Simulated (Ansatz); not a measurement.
Ansatz (a first-principles code) input:
A basis named .json is the Basis Set Exchange file of that set.

Ansatz 0.2 input:
```yaml
crystal:
  periodic: [false, false, false]
  atoms:
    - {symbol: F, position_ang: [-0.00000000, -0.00000000, -1.85692335]}
    - {symbol: S, position_ang: [0.00000000, 0.00000000, 0.00000000]}
    - {symbol: F, position_ang: [0.00000000, 0.00000000, 1.85692335]}
basis:
  gaussian:
    orbitals: aug-cc-pV_D+d_Z.json
total_charge: -1
magnetization: {spin_polarized: true, initial_magnetization: 1}
correlation: {method: ccsd_t, electrons: outside_noble_gas}
output: {forces: true}
```

### Question
Predict the final energy.

### Answer
-597.02077 Eh (CCSD(T)/aug-cc-pV(D+d)Z). The basis has 78 functions.
